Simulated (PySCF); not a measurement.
BBr₂HO, SMILES BrB(Br)O. Atoms are numbered in the order given.

```xyz
5

B      0.6482    -0.0105     0.0000
Br    -0.3211     1.6541     0.0000
Br    -0.2932    -1.6692     0.0000
O      1.9842    -0.0329     0.0000
H      2.3849     0.8448     0.0000
```

Coordinates come from a PBE0-D3(BJ)/def2-SVP optimisation. The values are those of a single conformer.

Method: CAM-B3LYP/def2-TZVPD in PySCF.

Mulliken values depend strongly on the basis, most of all with diffuse functions as here. Atomic charges (e):

| atom | meta-Löwdin | Mulliken |
|---|---|---|
| B1 | ___ | 0.46 |
| Br2 | ___ | -0.22 |
| Br3 | ___ | -0.19 |
| O4 | ___ | -0.36 |
| H5 | ___ | 0.31 |

### Question
Some entries are withheld; supply them. (The exact figures need the calculation; the answer reports its results.)

### Answer

- B1, meta-Löwdin: 0.26
- Br2, meta-Löwdin: -0.10
- Br3, meta-Löwdin: -0.06
- O4, meta-Löwdin: -0.47
- H5, meta-Löwdin: 0.37
